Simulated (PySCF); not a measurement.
## Working out the excitation energy of B

B [He] 2s2 2p1 (2P) → B [He] 2s1 2p1 3s1 (4P). All numbers are calculated (PySCF 2.14, the non-relativistic Hamiltonian (point nucleus), in aug-cc-pwCVDZ (5s4p2d, 27 functions)). Frozen: nothing. Energies in hartree (1 hartree = 27.21139 eV):

| part | B (lower) | B (upper) |
| --- | --- | --- |
| UHF | -24.530581 | -24.231351 |
| MP2 opposite-spin | -0.060429 | -0.024129 |
| MP2 same-spin | -0.004342 | -0.006226 |

Q: What does Hartree-Fock give?

A: (-24.231351) − (-24.530581) = 0.299230 hartree = 8.142 eV.

Q: What do MP2 and SCS-MP2 (6/5 opposite-spin, 1/3 same-spin) give?

A: The opposite-spin parts differ by 0.988 eV and the same-spin parts by -0.051 eV. MP2: 8.142 + (0.988) + (-0.051) = 9.079 eV. SCS-MP2: 8.142 + 1.2 × (0.988) + (-0.051)/3 = 9.311 eV.

The upper state lies above the first ionisation limit, but in LS coupling its spin forbids autoionisation to the ground ion. A Rydberg-like electron needs more diffuse functions than a valence basis has.

A double-zeta basis recovers only part of the correlation energy.
